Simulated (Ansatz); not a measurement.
`FC(F)(F)C(F)(F)C(F)(F)C(F)(F)F`, relaxed with RKS PBE-D4/def2-SVP in Ansatz 0.2.0 from a rough embedded geometry. The force threshold is 0.03 eV/Å; the program also tests the step.

The species carries charge 0 and has multiplicity 1.

Start:

```xyz
14

F    -1.514    0.878    1.304
C    -1.059   -0.390    1.155
F    -1.994   -1.282    1.645
F     0.059   -0.520    1.899
C    -0.696   -0.679   -0.287
F    -1.872   -0.777   -1.039
F    -0.097   -1.892   -0.429
C     0.178    0.377   -0.952
F    -0.540    1.604   -1.017
F     0.402    0.065   -2.232
C     1.462    0.612   -0.193
F     1.302    1.160    1.001
F     2.255    1.404   -0.845
F     2.113   -0.557   -0.008
```

```tsv
step	energy (eV)	largest force (eV/Å)	largest move (Å)
1	-31262.4149	3.123	0.000
2	-31262.9277	1.802	0.149
3	-31263.0376	0.073	0.098
4	-31263.0384	0.013	0.012
```

End:

```xyz
14

F    -1.585    0.789    1.414
C    -1.137   -0.460    1.216
F    -2.108   -1.328    1.533
F    -0.082   -0.683    2.017
C    -0.736   -0.671   -0.276
F    -1.877   -0.677   -1.007
F    -0.137   -1.880   -0.379
C     0.195    0.405   -0.930
F    -0.477    1.579   -0.988
F     0.443   -0.027   -2.191
C     1.571    0.673   -0.248
F     1.396    1.330    0.911
F     2.320    1.430   -1.062
F     2.214   -0.480   -0.009
```

Hardware: 4 threads of an AMD EPYC 7R13 on a shared host and a share of an NVIDIA H100 80 GB. Wall time 10 s, peak host memory 0.85 GiB.
